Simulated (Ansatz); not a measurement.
Breaking the B1–H3 bond in ammonia borane (SMILES [BH3-][NH3+]) (multiplicity 1 held, fragments rigid). Energies count from the point at 1.208 Å.
Geometry at that point (charge 0, multiplicity 1):
```xyz
8

B     -0.92029     0.13156    -0.01951
N      0.72087    -0.10305     0.01529
H     -1.32465    -0.62193    -0.87301
H     -1.06229     1.29862    -0.29796
H     -1.29884    -0.14978     1.09281
H      0.94520    -1.06718     0.24391
H      1.15844     0.49380     0.71130
H      1.13746     0.11004    -0.88647
```

R- and RO- levels are restricted; in cc, def2 and unpolarised 6-31G sets they are followed outwards from rest. Active spaces are followed from a long bond inwards. Levels need not reach the same state.

Frozen-core correlation.

Run with Ansatz (a quantum-chemistry and plane-wave program). Each number belongs to the level named beside it.

What energy at R = 3.866 Å does R-PBE/cc-pVTZ give?

117.1 kcal/mol

Estimate the energy at R = 3.866 Å that FIC-MRCISD+Q on CASSCF(2,2)/cc-pVTZ returns for this input.

106.4 kcal/mol

Predict the energy at R = 3.866 Å from SC-NEVPT2 on CASSCF(2,2)/cc-pVTZ.

103.2 kcal/mol

Doubts at one or more of the structures used: a restricted determinant that unrestricted orbitals would lower (R-PBE/cc-pVTZ).
